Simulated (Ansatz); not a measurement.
Consider the ligand exchange at the Si–O bond: `F[Si](Cl)(O[SiH3])O[SiH3]` + `[OH][Ge][OH]` → `[OH][Ge][O][SiH3]` + `O[Si](F)(Cl)O[SiH3]`.

Computed with Ansatz on PBE0-D4/def2-TZVP structures; ΔE is electronic, products minus reactants. CCSD(T)/CBS is the MP2 limit (def2-TZVPP, def2-QZVPP) plus CCSD(T) − MP2 in def2-TZVPP, frozen cores. For Ge outer-core shells are correlated without core-valence functions, which leaves a few kJ/mol of doubt a bond. Scalar relativity is left out up to krypton. Each species was taken in one conformer, which may not be the lowest.

`F[Si](Cl)(O[SiH3])O[SiH3]`:

```xyz
13

F    -1.726   -1.272   -1.290
Si   -0.496   -0.761   -0.443
Cl    0.350   -2.383    0.441
O     0.537   -0.059   -1.438
Si    2.074    0.347   -1.855
O    -1.011    0.269    0.667
Si   -1.678    0.546    2.144
H     2.971   -0.814   -1.640
H     2.065    0.732   -3.285
H     2.522    1.490   -1.022
H    -1.405    1.958    2.498
H    -3.140    0.309    2.078
H    -1.064   -0.361    3.145
```

`[OH][Ge][OH]`:

```xyz
5

O     0.138    0.028   -1.396
Ge   -1.117    0.568   -0.240
O    -0.408    0.110    1.338
H     0.933   -0.389   -1.054
H     0.454   -0.317    1.352
```

`[OH][Ge][O][SiH3]`:

```xyz
8

O    -2.074   -1.941   -0.472
Ge   -1.864   -0.390    0.363
O    -0.128   -0.173   -0.059
Si    1.055    0.931    0.207
H    -1.265   -2.242   -0.902
H     1.548    1.457   -1.092
H     0.545    2.069    1.023
H     2.182    0.289    0.932
```

`O[Si](F)(Cl)O[SiH3]`:

Z-matrix (Å, degrees):
```
Si
F 1 1.582
Cl 1 2.021 2 107.7
O 1 1.614 2 110.5 3 -117.0
O 1 1.605 2 107.8 3 120.5
H 4 0.959 1 118.6 2 -72.8
Si 5 1.646 1 147.8 2 -86.4
H 7 1.483 5 109.6 1 72.3
H 7 1.482 5 107.3 1 -168.2
H 7 1.483 5 109.6 1 -48.4
```

```csv
level,ΔE (kJ/mol)
HF/def2-TZVPP,1.9
CCSD/def2-TZVPP,-1.2
```

Q: What does CCSD(T)/CBS give? (Estimate.)

A: Ansatz gave: +0.3 kJ/mol. The listed levels differ from it by 1.6, -1.5 kJ/mol.

Largest T1 diagnostic among the species: 0.015.

In def2-TZVPP, CCSD(T) changes the Hartree–Fock value by −4.1 kJ/mol (the triples alone add −1.0 kJ/mol) and MP2 by −4.6 kJ/mol.
